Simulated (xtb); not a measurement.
C₂H₆AlF (SMILES [CH3][Al]([CH3])[F]), singlet, at a GFN2-xTB geometry (such geometries of metal compounds can be far from the true shape). Base run: GFN2-xTB in xtb.

Input for xtb:
```
$ xtb mol.xyz --gfn 2 --json

# file mol.xyz
10

Al    -0.01873622     0.01128456    -0.01949987
C      1.82868265    -0.13941676    -0.74158589
H      2.23712794    -1.14909666    -0.65766910
H      2.53495403     0.51967783    -0.23045799
H      1.84292245     0.13399660    -1.80155726
C     -0.74425394    -0.52313267     1.75297945
H     -1.55785866    -1.24709688     1.64474875
H     -1.17283915     0.33536843     2.27920618
H      0.00348516    -0.96852525     2.41114294
F     -1.12786591     0.68936370    -1.05114186
```

Each row names what was changed in the base input (with any setting that the change needs).

| change | ΔE vs base (kJ/mol) | HOMO-LUMO gap (eV) | dipole (D) | G_solv (kcal/mol) | SCF cycles |
|---|---|---|---|---|---|
| base | 0.00 | 4.30 | 2.52 | - | 13 |
| acc = 0.1 | 0.00 | 4.30 | 2.52 | - | 14 |
| gbsa = methanol | -18.06 | 4.24 | 2.88 | -4.80 | 12 |
| etemp = 3000 | -0.02 | 4.30 | 2.52 | - | 13 |
| file = coord | 0.00 | 4.30 | 2.52 | - | 13 |
| etemp = 5000 | -1.16 | 4.31 | 2.54 | - | 13 |
| alpb = ether | -17.81 | 4.27 | 2.71 | -4.41 | 13 |
| alpb = acetonitrile | -18.38 | 4.25 | 2.81 | -4.70 | 12 |
| alpb = benzene | -18.32 | 4.26 | 2.72 | -4.51 | 13 |

ALPB and GBSA are two models with their own fitted parameters for each solvent, which aren't always the measured dielectric constant.
